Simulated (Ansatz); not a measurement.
Geometry optimisation, UKS B3LYP/def2-SVP (Ansatz).

input.yaml

```yaml
crystal:
  periodic: [false, false, false]
  atoms:
    - { symbol: B, position_ang: [0.074229, -0.264186, -0.254143] }
    - { symbol: H, position_ang: [-0.012244, -0.152465, 0.942808] }
    - { symbol: "N", position_ang: [1.291579, 0.044116, -0.877661] }
    - { symbol: H, position_ang: [1.424915, -0.024564, -1.882081] }
    - { symbol: H, position_ang: [2.106923, 0.354381, -0.36556] }
    - { symbol: O, position_ang: [-0.987083, -0.67806, -1.019129] }
    - { symbol: H, position_ang: [-1.773197, -0.864499, -0.495824] }
    - { symbol: Si, position_ang: [-0.07452, 0.307112, 3.571669] }
    - { symbol: H, position_ang: [-0.924656, -0.911827, 3.735283] }
    - { symbol: H, position_ang: [1.369521, -0.036617, 3.764176] }
    - { symbol: H, position_ang: [-0.502468, 1.379909, 4.526163] }
magnetization:
  spin_polarized: true
  initial_magnetization: 1
basis:
  gaussian: { orbitals: def2-SVP }
hamiltonian:
  xc: b3lyp
relax:
  f_tol: 0.03
  max_steps: 50
```

Launched with:

```bash
$ ansatz run input.yaml --threads 4 --pin off --max-ram 5120MiB --backend cpu --events-out ev --progress --plain --runs-dir out
```

Q: Where does it end, and by what steps?

A: The forces met the threshold. After 13 steps the energy has fallen by 0.056 eV; H11 moved furthest, 0.81 Å.

| step | energy less start (eV) | largest force component (eV/Å) | accepted |
| --- | --- | --- | --- |
| 0 | 0.0000 | 0.393 | yes |
| 1 | -0.0335 | 0.062 | yes |
| 2 | -0.0429 | 0.285 | yes |
| 3 | -0.0502 | 0.119 | yes |
| 4 | -0.0519 | 0.038 | yes |
| 5 | -0.0508 | 0.226 | no |
| 6 | -0.0532 | 0.046 | yes |
| 7 | -0.0538 | 0.079 | yes |
| 8 | -0.0537 | 0.115 | no |
| 9 | -0.0544 | 0.044 | yes |
| 10 | -0.0549 | 0.041 | yes |
| 11 | -0.0551 | 0.064 | yes |
| 12 | -0.0553 | 0.059 | yes |
| 13 | -0.0556 | 0.022 | yes |

```xyz
11
Properties=species:S:1:pos:R:3
B 0.117 -0.354 -0.441
H 0.060 -0.362 0.772
N 1.318 0.011 -1.068
H 1.420 0.034 -2.077
H 2.149 0.270 -0.557
O -0.965 -0.692 -1.213
H -1.737 -0.926 -0.690
Si -0.183 0.515 3.980
H -1.042 -0.699 3.852
H 1.256 0.173 3.787
H -0.399 1.182 5.301
```

Time of the run: 26 s on 4 threads of Intel(R) Xeon(R) Platinum 8259CL CPU @ 2.50GHz (Skylake/Cascade Lake), on a shared host, peak memory 0.27 GiB.
